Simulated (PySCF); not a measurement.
Species: C4H9ClOSi.
Structure used (GFN2-xTB), in Å, numbered top down from 1:
```
atom  x, y, z in Å
C1     2.159    0.993   -0.235
O2     1.728   -0.343   -0.368
C3     0.589   -0.617    0.377
C4    -0.311   -1.701   -0.100
C5    -0.767   -0.267   -0.198
Si6   -2.129    0.414    0.899
Cl7   -1.808    2.393    1.134
H8     2.438    1.215    0.802
H9     3.029    1.104   -0.878
H10    1.378    1.697   -0.545
H11    0.729   -0.494    1.451
H12   -0.033   -2.202   -1.014
H13   -0.769   -2.344    0.635
H14   -0.716    0.138   -1.204
H15   -3.437    0.233    0.272
H16   -2.088   -0.211    2.219
```

PySCF, density fitting, gas phase, GFN2-xTB geometry. The standard run uses grid level 2 after a coarse-grid start, the def2-universal JK fitting basis (with tight functions added where the orbital basis needs them), an energy threshold of 1e-9 Eh and DIIS. The changed runs have no coarse-grid stage.

Q: Standard PBE0/pcSseg-1: E = -982.160249 Eh, HOMO -7.390 eV, LUMO 0.399 eV, dipole 0.744 D, 12 cycles (coarse-grid cycles included). What changes at PBE0/pcSseg-1 with: grid level 1?

A: E = -982.160299 Eh (-0.050 mEh), HOMO -7.390 eV (0.000), LUMO 0.399 eV (0.000), dipole 0.744 D (0.000), 10 SCF cycles. Of the changed settings only the grid enters the energy expression; the total energy moves by 0.03 kcal/mol.

The cycles:
```
cycle   1  E = -982.0922501187  dE =  8.910e-01  |g| = 5.724e-01  |ddm| = 3.529e+00
cycle   2  E = -982.0423432261  dE =  4.991e-02  |g| = 7.824e-01  |ddm| = 1.235e+00
cycle   3  E = -982.1588314977  dE = -1.165e-01  |g| = 8.713e-02  |ddm| = 7.879e-01
cycle   4  E = -982.1600070670  dE = -1.176e-03  |g| = 3.644e-02  |ddm| = 9.236e-02
cycle   5  E = -982.1602878655  dE = -2.808e-04  |g| = 6.688e-03  |ddm| = 3.459e-02
cycle   6  E = -982.1602970498  dE = -9.184e-06  |g| = 2.549e-03  |ddm| = 8.778e-03
cycle   7  E = -982.1602984991  dE = -1.449e-06  |g| = 4.161e-04  |ddm| = 3.016e-03
cycle   8  E = -982.1602985433  dE = -4.428e-08  |g| = 8.625e-05  |ddm| = 5.345e-04
cycle   9  E = -982.1602985450  dE = -1.655e-09  |g| = 3.097e-05  |ddm| = 1.264e-04
cycle  10  E = -982.1602985452  dE = -2.219e-10  |g| = 8.228e-06  |ddm| = 3.648e-05
```
